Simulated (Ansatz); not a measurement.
Input for Ansatz (development build ahead of 0.2.0):

```yaml
crystal:
  periodic: [false, false, false]
  atoms:
    - { symbol: Be, position_ang: [0.0, 0.0, 0.0] }
    - { symbol: S, position_ang: [0.0, 0.0, 3.48] }
basis:
  gaussian: { orbitals: def2-SVP }
magnetization:
  spin_polarized: true
hamiltonian:
  xc: hf
output:
  forces: true
```

The input is written out in the form of the current development build from the run's settings.

The run gave:

| Property | Result |
| --- | --- |
| Converged | yes |
| Total energy | -411.90465 hartree |
| Spin squared of the determinant | 1.275 |
| Stability test | minimum |

Forces (eV/Å):
```
atom     Fx     Fy      Fz
 Be1  0.000  0.000   0.259
  S2  0.000  0.000  -0.259
```

Caution: another spin multiplicity may lie lower; the unrestricted determinant is a mixture of spin states.
